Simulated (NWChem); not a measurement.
System: C2H4F2Si; SMILES FC(F)=C[SiH3]

Results from NWChem. Medium grid unless said otherwise, to which SCAN and Minnesota functionals are sensitive. Structure relaxed at the B3LYP/6-31G* (spherical d) level. Hybrids' shares of exact exchange are those that their runs print; pure functionals count as 0. The functionals differ in more than this share.

```csv
row,share of exact exchange,highest occupied level (eV)
PBE/def2-TZVP,0.00,-6.59
r2SCAN/def2-TZVP,0.00,-6.85
TPSSh/def2-TZVP,0.10,-7.16
B3LYP/def2-TZVP,0.20,-7.65
PBE0/def2-TZVP,0.25,-7.86
PW6B95/def2-TZVP,0.28,withheld
```

Fit a straight line of the last column on the one before it, predict the withheld value, and compare with the run.


1. Means of the 5 shown rows: x = 0.110, y = -7.222. Slope Σ(x − x̄)(y − ȳ)/Σ(x − x̄)² = -0.2389/0.05200 = -4.594; intercept -6.717.
2. The shown rows scatter about the line by 0.083 (root mean square); the largest residual is -0.13, at r2SCAN/def2-TZVP.
3. At x = 0.28 (PW6B95/def2-TZVP; beyond the shown range) the line gives -8.00.
4. The run gives -7.98, +0.02 from the line, 0.2 times the scatter.
